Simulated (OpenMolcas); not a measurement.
## Ar⁵⁺: effect of the basis set

```yaml
Program: OpenMolcas
Method: RASSCF
Active_space: 1 electron in 9 orbitals (RAS2 3p; RAS3 3d 4s, at most 1 electron)
State_averaging: 2S+1 = 2 odd, 3 roots; 2S+1 = 2 even, 5 roots
Spin-orbit_coupling: state interaction with AMFI integrals over the reference wave functions, term energies averaged over their components
```

A. ANO-RCC-VQZP [6s5p3d2f1g], DKH2, point nucleus; cost of the order of 9 core-seconds
B. ANO-R3 [6s5p4d2f1g], X2C, finite nucleus; cost roughly 10 core-seconds
C. ANO-RCC [8s7p5d4f2g], DKH2, point nucleus; cost roughly 19 core-seconds

Energies in cm-1 above 3s2 3p 2P* 1/2, the measured ground level; measured values from Saloman, J. Phys. Chem. Ref. Data 39, 033101 (2010).

```
         Level       A       B       C  Measured
3s2 3p 2P* 1/2     0.0     0.0     0.0       0.0
3s2 3p 2P* 3/2    2056    2073    2082      2208
 3s2 3d 2D 3/2  225890  208530  212702    218596
 3s2 3d 2D 5/2  225951  208671  212809    218656
```

Deviations, from unrounded energies. A percentage is the sum of absolute deviations over the sum of measured energies, with the sign that they share, or ± where signs differ.

| Against measurement | Levels | A | B | C |
| --- | --- | --- | --- | --- |
| mean absolute deviation (cm-1) | 3 | 4900 | 6700 | 4000 |
| fine structure of the ground term (%) | 1 | -6.9 | -6.1 | -5.7 |
| other configurations (%) | 2 | +3.3 | -4.6 | -2.7 |

C lies closest to measurement on these levels and B furthest from it. The largest miss of C in the table is 3s2 3d 2D 3/2, by -5900 cm-1. The ranking rests on the paired levels alone, and a cruder setting can come out closer through cancelling errors.

Among A to C the level of the table that moves most is 3s2 3d 2D 3/2, by 17000 cm-1 (lowest in B, highest in A).

ANO sets are built for valence states and can reach diffuse excited orbitals poorly, and with the s shell closed the s pⁿ⁺¹ terms that mix with these levels are absent. With one active electron the reference holds no correlation, so core polarisation is missing. Measured partners are found by configuration, term and J. A level has none where our copy of the source lacks it or the pairing is in doubt (some pairs that miss far off the trend of their configuration count as doubtful), and it then counts in no deviation. Only configurations of the active space appear.

* marks odd parity.
